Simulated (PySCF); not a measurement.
Molecule (SMILES): P#N (N-P).
Geometry (B3LYP-D3(BJ)/def2-TZVP, fixed):
```xyz
2

N      0.0000     0.0000    -1.0110
P      0.0000     0.0000     0.4718
```
Charge 0, spin multiplicity 1.

How fast the isotropic shielding of P2 converges with the basis for several methods (PySCF): deviation from each method's own reference, in ppm. References: HF -70.09 ppm, the value in pcSseg-3; PBE -28.21 ppm, the value in pcSseg-3; PBE0 -47.22 ppm, the value in pcSseg-3. All functions are spherical. No added dispersion term, no relativity. GIAO; atoms are numbered in the order shown.

```tsv
basis	functions	HF	PBE	PBE0
def2-SVP	32	___	93.57	92.48
cc-pV(D+d)Z	37	___	99.53	101.65
6-311+G**	52	___	3.39	-3.13
pcseg-2	64	___	1.70	1.36
cc-pV(T+d)Z	69	___	26.04	27.91
def2-TZVPP	73	___	-25.58	-25.90
jun-cc-pV(T+d)Z	87	___	39.07	39.42
aug-pcseg-2	96	___	6.95	5.82
def2-QZVPP	127	___	-7.42	-8.03
def2-QZVPPD	139	___	-4.98	-6.24
aug-cc-pV(Q+d)Z	169	___	60.16	62.09
cc-pV(5+d)Z	191	___	-2.44	-3.26
```

Task: What belongs in the gaps?

Result: 
- def2-SVP, HF: 97.05
- cc-pV(D+d)Z, HF: 112.48
- 6-311+G**, HF: -22.55
- pcseg-2, HF: 2.61
- cc-pV(T+d)Z, HF: 29.28
- def2-TZVPP, HF: -27.50
- jun-cc-pV(T+d)Z, HF: 39.05
- aug-pcseg-2, HF: 7.73
- def2-QZVPP, HF: -8.73
- def2-QZVPPD, HF: -7.58
- aug-cc-pV(Q+d)Z, HF: 71.71
- cc-pV(5+d)Z, HF: -4.52

Mean absolute deviation over 6-311+G**, pcseg-2, cc-pV(T+d)Z, def2-TZVPP, jun-cc-pV(T+d)Z, aug-pcseg-2: PBE 17.12, PBE0 17.26, HF 21.45 ppm.
